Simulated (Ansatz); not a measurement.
Stepwise reaction of `C[S][Sn][S]C` with ammonia, as a gas-phase model of exchange steps in deposition or etching. ΔE in kJ/mol; ΔG adds harmonic PBE0-D4 terms to CCSD(T)/CBS, at 1 bar.

Isolated molecules relaxed with PBE0-D4/def2-TZVP in Ansatz; ΔE leaves out vibrations. CCSD(T)/CBS adds triple-zeta CCSD(T) − MP2 to the extrapolated MP2 energy (def2 sets, frozen cores). This one scheme is used for every species. DFT in def2-TZVPP. B3LYP here is the variant with VWN-RPA as its local correlation; programs differ in this. def2 core potentials past Kr. For Sn outer-core shells are correlated without core-valence functions, which leaves a few kJ/mol of doubt a bond. One conformer a species, not always the lowest.

```json
{"step": "1", "reaction": "`C[S][Sn][S]C` + NH₃ → `C[S][Sn][NH2]` + CH₃SH", "PBE-D4": "56.2", "B3LYP-D4": "52.3", "ωB97M-V": "43.8", "CCSD(T)/CBS": "49.4", "ΔG(500 K)": "28.9"}
{"step": "2", "reaction": "`C[S][Sn][NH2]` + NH₃ → `[NH2][Sn][NH2]` + CH₃SH", "PBE-D4": "70.3", "B3LYP-D4": "66.5", "ωB97M-V": "59.2", "CCSD(T)/CBS": "63.9", "ΔG(500 K)": "45.7"}
```

By hand: ΔE of the 2 steps together at CCSD(T)/CBS.

(49.4) + (63.9) = 113.3 kJ/mol, or 56.6 kJ/mol a step.

In ΔE each step is higher than the one before. All are uphill at CCSD(T)/CBS. ΔG lies between 28.9 and 45.7 kJ/mol a step. PBE-D4 differs from CCSD(T)/CBS by 6.4 to 6.8 kJ/mol a step. Isolated molecules leave out the surface, adducts and barriers. Largest T1 diagnostic: 0.016.
